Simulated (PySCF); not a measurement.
## Calculated data, CH$_{4}$BFSi, B$_{2}$ClH$_{2}$N, H$_{5}$NOSi$_{2}$, BFH$_{3}$NSi and others

Computed with PySCF 2.14.0. Calculation on a computer-drawn molecule: the log of a Hartree-Fock and frozen-core CCSD(T) single point meant for a local Hartree-Fock minimum, with one planted fault or none, to be diagnosed. Offsets are logged minus clean, where the clean run is the same molecule without the fault. The reference is restricted for singlets and unrestricted otherwise, and also for a bond in bohr or an excited solution. Adding or removing an electron swaps singlet and doublet. The excited solution moves the top pair (singlet) or top alpha electron (doublet) to the lowest empty orbital. Highest occupied and lowest empty are orbital energies over both spins, largest force is the largest gradient component, triples share is (T) over the correlation energy, the T1 limit is 0.02 restricted and 0.045 unrestricted, electrons count all cores, a negative frequency is imaginary (commonest isotopes), and the dipole is about the centre of nuclear charge.

Common to all runs: meant basis cc-pV(D+d)Z; logged SCF converged yes; possible faults no fault, one electron removed, one electron added, multiplicity raised by two, geometry at a saddle point, SCF held on an excited solution, minimal basis STO-3G, one bond length entered in bohr, all coordinates scaled.

(1) CH$_{4}$BFSi

Logged structure:
```xyz
8
CH4BFSi
B     -3.2943     0.9812     0.5524
C     -1.9727     0.7362     1.2765
Si    -0.5240     1.4390     0.7537
F     -0.3953     2.4014    -0.5123
H     -4.3160     0.4748     0.9356
H     -3.3363     1.6898    -0.4203
H     -1.9096     0.1010     2.1560
H      0.8188     1.3127     1.3229
```

* meant charge: 0
* meant multiplicity: 1
* logged electrons: 38
* logged basis functions: 28
* logged spin squared: 0
* logged highest occupied: -6.5962 eV
* logged lowest empty: 5.5458 eV
* logged largest force: 0.021957 hartree/bohr
* logged T1 diagnostic: 0.015349
* logged D1 diagnostic: 0.061295
* logged triples share: 0.033766
* logged CC converged: yes
* logged dipole magnitude: 3.2972 debye
* logged SCF stable within its kind: yes
* logged energy HF: -447.67422 hartree
* logged energy CCSD(T): -447.87946 hartree
* planted fault: minimal basis STO-3G
* HF energy offset from clean run: 3505 kcal/mol
* CCSD(T) energy offset from clean run: 3721 kcal/mol

Drawn bonds:
```
atom  other atom  order
   1           2      1
   2           3      2
   3           4      1
   1           5      1
   1           6      1
   2           7      1
   3           8      1
```

(2) B$_{2}$ClH$_{2}$N

Logged structure:
```xyz
6
B2ClH2N
B     -1.2534    -0.5228    -0.7835
N     -0.9802     0.3333     0.0742
B     -0.6577     1.3074     1.0228
Cl    -1.3358     1.2276     2.6677
H     -1.5114    -1.3294    -1.5915
H      0.0709     2.2208     0.7869
```

* meant charge: 0
* meant multiplicity: 1
* logged electrons: 37
* logged basis functions: 75
* logged spin squared: 0.8564
* logged highest occupied: 0.37793 eV
* logged lowest empty: 9.0332 eV
* logged largest force: 0.03779 hartree/bohr
* logged T1 diagnostic: 0.022979
* logged D1 diagnostic: 0.08018
* logged triples share: 0.032763
* logged CC converged: yes
* logged dipole magnitude: 1.5217 debye
* logged SCF stable within its kind: yes
* logged energy HF: -564.53465 hartree
* logged energy CCSD(T): -565.05512 hartree
* planted fault: one electron added
* HF energy offset from clean run: 29.75 kcal/mol
* CCSD(T) energy offset from clean run: 17.29 kcal/mol

Drawn bonds:
```
atom  other atom  order
   1           2      2
   2           3      1
   3           4      1
   1           5      1
   3           6      1
```

Notes: highest electron not bound in this basis.

(3) H$_{5}$NOSi$_{2}$

Logged structure:
```xyz
9
H5NOSi2
O      0.5457    -1.2419    -0.7923
Si    -0.5934    -0.4940    -1.7208
N     -2.0838    -1.2528    -1.2424
Si    -2.5769    -2.4913    -0.1214
H      0.3620    -1.9226    -0.1611
H     -2.8565    -0.8610    -1.7600
H     -3.2264    -3.6257    -0.8160
H     -1.3722    -2.9911     0.5786
H     -3.5261    -1.9660     0.8857
```

- meant charge: 0
- meant multiplicity: 1
- logged electrons: 48
- logged basis functions: 99
- logged spin squared: 0
- logged highest occupied: -4.4736 eV
- logged lowest empty: -2.9366 eV
- logged largest force: 0.048259 hartree/bohr
- logged dipole magnitude: 2.1433 debye
- logged SCF stable within its kind: no
- logged energy HF: -709.78738 hartree
- planted fault: SCF held on an excited solution
- HF energy offset from clean run: 239.2 kcal/mol

Drawn bonds:
```
atom  other atom  order
   1           2      1
   2           3      1
   3           4      1
   1           5      1
   3           6      1
   4           7      1
   4           8      1
   4           9      1
```

Notes: coupled-cluster numbers left out as unreliable.

(4) BFH$_{3}$NSi

Logged structure:
```xyz
7
BFH3NSi
N     -3.2412    -1.1082     0.2148
B     -2.5808    -0.8276     1.2100
Si    -1.4680    -0.3474     2.8038
F     -2.2319    -0.8456     4.1380
H     -3.7814    -1.3396    -0.5769
H     -1.2959     1.1108     2.9004
H     -0.1622    -1.0237     2.7525
```

- meant charge: 0
- meant multiplicity: 1
- logged electrons: 38
- logged basis functions: 80
- logged spin squared: 0
- logged highest occupied: -4.1932 eV
- logged lowest empty: -5.296 eV
- logged largest force: 0.40621 hartree/bohr
- logged CC converged: no
- logged dipole magnitude: 9.5435 debye
- logged SCF stable within its kind: no
- logged energy HF: -468.74211 hartree
- planted fault: SCF held on an excited solution
- HF energy offset from clean run: 368.1 kcal/mol

Drawn bonds:
```
atom  other atom  order
   1           2      2
   2           3      1
   3           4      1
   1           5      1
   3           6      1
   3           7      1
```

Notes: CCSD not converged.

(5) Al$_{2}$BH$_{4}$N

Logged structure:
```xyz
8
Al2BH4N
Al    -1.9253     3.9986     1.4226
N     -1.3070     2.2467     0.7038
B     -0.4607     2.4653    -0.5358
Al     0.5332     0.7610    -1.8006
H     -1.4751     1.2325     1.0464
H     -0.3179     3.7408    -0.8662
H      1.4620     1.0474    -3.2150
H      0.3471    -0.8825    -1.3237
```

* meant charge: 0
* meant multiplicity: 1
* logged electrons: 42
* logged basis functions: 94
* logged spin squared: 0
* logged highest occupied: -8.5786 eV
* logged lowest empty: 0.71865 eV
* logged largest force: 0.05597 hartree/bohr
* logged T1 diagnostic: 0.019163
* logged D1 diagnostic: 0.063924
* logged triples share: 0.034588
* logged CC converged: yes
* logged dipole magnitude: 1.8732 debye
* logged SCF stable within its kind: yes
* logged energy HF: -565.29043 hartree
* logged energy CCSD(T): -565.72718 hartree
* planted fault: all coordinates scaled, by +8.0 %
* HF energy offset from clean run: 22.64 kcal/mol
* CCSD(T) energy offset from clean run: 16.68 kcal/mol

Drawn bonds:
```
atom  other atom  order
   1           2      1
   2           3      1
   3           4      1
   2           5      1
   3           6      1
   4           7      1
   4           8      1
```

(6) AlBH$_{4}$NO

Logged structure:
```xyz
8
AlBH4NO
B     -2.4462    -3.2714    -0.2912
O     -1.8867    -2.1969    -0.2477
Al    -0.9580    -0.5777    -0.2758
N     -1.5427     0.4496     0.9821
H     -2.9872    -4.3073    -0.3312
H      0.0917    -0.5622    -1.4073
H     -1.1861     1.3736     1.1558
H     -2.2684     0.2468     1.6454
```

- meant charge: 1
- meant multiplicity: 1
- logged electrons: 36
- logged basis functions: 28
- logged spin squared: 0
- logged highest occupied: -13.254 eV
- logged lowest empty: 1.573 eV
- logged largest force: 0.0322 hartree/bohr
- logged T1 diagnostic: 0.026056
- logged D1 diagnostic: 0.078967
- logged triples share: 0.048334
- logged CC converged: yes
- logged dipole magnitude: 3.8075 debye
- logged SCF stable within its kind: yes
- logged energy HF: -393.28141 hartree
- logged energy CCSD(T): -393.50171 hartree
- planted fault: minimal basis STO-3G
- HF energy offset from clean run: 3049 kcal/mol
- CCSD(T) energy offset from clean run: 3236 kcal/mol

Drawn bonds:
```
atom  other atom  order
   1           2      1
   2           3      1
   3           4      1
   1           5      1
   3           6      1
   4           7      1
   4           8      1
```

Notes: T1 above single-reference limit.

(7) AlBH$_{7}$NSi

Logged structure:
```xyz
11
AlBH7NSi
N     -0.5811    -1.3878     2.5620
Al     0.3155     0.1371     2.5687
B     -0.2759     1.7810     1.3152
Si     0.2762     2.1075    -0.6233
H     -0.3454    -2.1878     3.1202
H     -1.3963    -1.5958     2.0161
H      1.5759     0.2166     3.5290
H     -1.0306     2.6160     1.7500
H     -0.8798     1.7172    -1.4783
H      0.5892     3.5352    -0.8914
H      1.4458     1.3017    -1.0610
```

* meant charge: 0
* meant multiplicity: 1
* logged electrons: 46
* logged basis functions: 35
* logged spin squared: 0
* logged highest occupied: -7.3176 eV
* logged lowest empty: 6.7665 eV
* logged largest force: 0.042093 hartree/bohr
* logged T1 diagnostic: 0.013519
* logged D1 diagnostic: 0.056665
* logged triples share: 0.014784
* logged CC converged: yes
* logged dipole magnitude: 0.81637 debye
* logged SCF stable within its kind: yes
* logged energy HF: -606.78889 hartree
* logged energy CCSD(T): -606.99228 hartree
* planted fault: minimal basis STO-3G
* HF energy offset from clean run: 4561 kcal/mol
* CCSD(T) energy offset from clean run: 4744 kcal/mol

Drawn bonds:
```
atom  other atom  order
   1           2      1
   2           3      1
   3           4      1
   1           5      1
   1           6      1
   2           7      1
   3           8      1
   4           9      1
   4          10      1
   4          11      1
```

(8) CH$_{7}$N$_{2}$Si

Logged structure:
```xyz
11
CH7N2Si
N     -1.7097    -0.3660    -0.5574
C     -0.3609    -0.0367    -0.9330
Si     0.4357    -1.0480    -2.2946
N     -0.3739    -2.2637    -3.0347
H     -1.8252    -1.2721    -0.1443
H     -2.3984    -0.2050    -1.2680
H     -0.2956     1.0114    -1.2447
H      0.3050    -0.1027    -0.0657
H      1.7966    -0.8395    -2.7876
H      0.0188    -2.8290    -3.7693
H     -1.3170    -2.5335    -2.8119
```

* meant charge: 1
* meant multiplicity: 1
* logged electrons: 40
* logged basis functions: 100
* logged spin squared: 2.0336
* logged highest occupied: -10.218 eV
* logged lowest empty: -5.6231 eV
* logged largest force: 0.043322 hartree/bohr
* logged T1 diagnostic: 0.026045
* logged D1 diagnostic: 0.15567
* logged triples share: 0.027553
* logged CC converged: yes
* logged dipole magnitude: 5.6837 debye
* logged SCF stable within its kind: yes
* logged energy HF: -439.43542 hartree
* logged energy CCSD(T): -440.04613 hartree
* planted fault: ?

Drawn bonds:
```
atom  other atom  order
   1           2      1
   2           3      1
   3           4      1
   1           5      1
   1           6      1
   2           7      1
   2           8      1
   3           9      1
   4          10      1
   4          11      1
```

(9) CH$_{4}$AlB$_{2}$

Logged structure:
```xyz
8
CH4AlB2
B     -0.3316    -0.5343    -3.2227
Al    -1.6020    -2.1463    -2.6118
C     -2.4050    -2.2954    -0.7795
B     -2.0642    -1.2352     0.0994
H      0.4017     0.3804    -3.6019
H     -1.9155    -3.3052    -3.7261
H     -3.0551    -3.1867    -0.5769
H     -1.7048    -0.2772     0.7608
```

* meant charge: 0
* meant multiplicity: 2
* logged electrons: 33
* logged basis functions: 85
* logged spin squared: 0.7607
* logged highest occupied: -7.8706 eV
* logged lowest empty: 1.0363 eV
* logged largest force: 0.020857 hartree/bohr
* logged T1 diagnostic: 0.018679
* logged D1 diagnostic: 0.052737
* logged triples share: 0.036973
* logged CC converged: yes
* logged dipole magnitude: 1.5797 debye
* logged SCF stable within its kind: yes
* logged energy HF: -331.3506 hartree
* logged energy CCSD(T): -331.74486 hartree
* planted fault: ?

Drawn bonds:
```
atom  other atom  order
   1           2      1
   2           3      1
   3           4      2
   1           5      1
   2           6      1
   3           7      1
   4           8      1
```

(10) C$_{2}$H$_{7}$AlB

Logged structure:
```xyz
11
C2H7AlB
C      0.9546     1.8698     0.2286
B      0.4939     0.9172    -0.9205
C      0.6883    -0.6708    -0.8599
Al    -0.9046    -1.6697    -0.5512
H      1.1899     1.3846     1.1779
H      0.2473     2.6857     0.3979
H      1.8767     2.3536    -0.1266
H     -0.0214     1.3509    -1.9144
H      1.0116    -1.0507    -1.8421
H      1.4072    -0.9984    -0.0982
H     -2.1751    -2.5188    -0.3160
```

* meant charge: 1
* meant multiplicity: 1
* logged electrons: 36
* logged basis functions: 31
* logged spin squared: 0
* logged highest occupied: -15.357 eV
* logged lowest empty: 0.72589 eV
* logged largest force: 0.028338 hartree/bohr
* logged T1 diagnostic: 0.0078158
* logged D1 diagnostic: 0.021309
* logged triples share: 0.010831
* logged CC converged: yes
* logged dipole magnitude: 7.2086 debye
* logged SCF stable within its kind: yes
* logged energy HF: -342.12921 hartree
* logged energy CCSD(T): -342.35001 hartree
* planted fault: ?

Drawn bonds:
```
atom  other atom  order
   1           2      1
   2           3      1
   3           4      1
   1           5      1
   1           6      1
   1           7      1
   2           8      1
   3           9      1
   3          10      1
   4          11      1
```

## Withheld values
1. Give the missing planted fault for CH$_{7}$N$_{2}$Si (entry 8).
2. Which fault was planted in the run of CH$_{4}$AlB$_{2}$ (entry 9)?
3. Give the missing planted fault for C$_{2}$H$_{7}$AlB (entry 10).

## Answers
1. multiplicity raised by two
2. all coordinates scaled, by +3.5 %
3. minimal basis STO-3G

Further results for CH$_{7}$N$_{2}$Si (entry 8):

* HF energy offset from clean run: 74.72 kcal/mol
* CCSD(T) energy offset from clean run: 86.5 kcal/mol

Further results for CH$_{4}$AlB$_{2}$ (entry 9):

* HF energy offset from clean run: 5.112 kcal/mol
* CCSD(T) energy offset from clean run: 2.511 kcal/mol

Further results for C$_{2}$H$_{7}$AlB (entry 10):

* HF energy offset from clean run: 2530 kcal/mol
* CCSD(T) energy offset from clean run: 2694 kcal/mol
